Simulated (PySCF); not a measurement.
# Simulated absorption spectrum

Species: W(NH)2(SMe)2, C2H8N2S2W (singlet state).
SMILES: `C[S][W](=[NH])(=[NH])[S]C`

The calculation used TDDFT B3LYP/def2-SVPD, vertical, gas phase, core orbitals frozen in the response, def2 core potentials past Kr in PySCF. Geometry: PBE0-D3(BJ)/def2-SVP; no solvent, vibrations or thermal averaging. Spin–orbit coupling is left out. The geometry optimisation had not met its thresholds, so the values belong to a structure short of the stationary point.

Each state is given a Gaussian of 0.4 eV full width at half maximum, with ε(max) = 2.175×10⁸ f / Δν̃ (Δν̃ the width in cm⁻¹). The cross-section is σ = 3.8235×10⁻²¹ ε cm², given in Mb (10⁻¹⁸ cm²). The width is an assumption, not a result. The curve ends short of the highest state used, and states not computed would add to its high-energy end.

| λ (nm) | σ (Mb) |
| --- | --- |
| 273.8 | 18.11 |
| 276.9 | 16.99 |
| 280.0 | 15.14 |
| 283.1 | 12.93 |
| 286.2 | 10.71 |
| 289.3 | 8.80 |
| 292.5 | 7.34 |
| 295.6 | 6.55 |
| 298.7 | 6.44 |
| 301.8 | 7.00 |
| 304.9 | 8.16 |
| 308.0 | 9.76 |
| 311.1 | 11.56 |
| 314.2 | 13.29 |
| 317.3 | 14.67 |
| 320.4 | 15.49 |
| 323.6 | 15.63 |
| 326.7 | 15.07 |
| 329.8 | 13.93 |
| 332.9 | 12.35 |
| 336.0 | 10.54 |
| 339.1 | 8.67 |
| 342.2 | 6.89 |
| 345.3 | 5.30 |
| 348.4 | 3.95 |
| 351.6 | 2.83 |
| 354.7 | 1.99 |
| 357.8 | 1.36 |
| 360.9 | 0.91 |
| 364.0 | 0.60 |
| 367.1 | 0.38 |
| 370.2 | 0.24 |
| 373.3 | 0.15 |
| 376.4 | 0.09 |
| 379.6 | 0.05 |
| 382.7 | 0.03 |

Problem. Locate the maxima and give the states behind the curve.

Solution. 323 nm (3.84 eV), ε about 4100, made up of S1 (99%) (ε in L mol⁻¹ cm⁻¹; maxima over ε = 5, shares over 10%). At its high-energy end, 4.53 eV, the curve is still rising (ε about 4700, from S4). The states used: S1 3.84 eV (f 0.060); S2 4.27 eV (f 0.0064); S3 4.30 eV (f 0.0065); S4 4.54 eV (f 0.058); S5 4.61 eV (f 0.0006); S6 4.78 eV (f 0.014); S7 4.78 eV (f 0.0080); S8 5.10 eV (f 0.0088); S9 5.13 eV (f 0.0011).

Problem. What would ε be at 3.84 eV, the highest of these maxima, with half the width (0.2 eV)?

Solution. About 8140 L mol⁻¹ cm⁻¹ against 4100, a factor of about 1.99; a lone state at its own centre would give exactly 2.

Problem. Coming from long wavelengths, where does ε first pass 100 L mol⁻¹ cm⁻¹?

Solution. At about 367 nm (3.38 eV), 0.46 eV below S1.

Problem. On this curve, what absorbance would a 10⁻³ mol/L sample give at 280 nm over a 1 cm path?

Solution. 280 nm is 4.428 eV, where ε is about 4000 L mol⁻¹ cm⁻¹, so A = ε c l ≈ 4 (Beer–Lambert, with the gas-phase spectrum and the assumed width).

The vertical ionisation energy (ΔSCF) is 8.38 eV, 3.26 eV above S9.

Hardware: one thread of an Arm Neoverse V1 (shared host). Cost: 6.5 min wall (with the writing of density and orbital grids), 1.2 GiB resident at most.
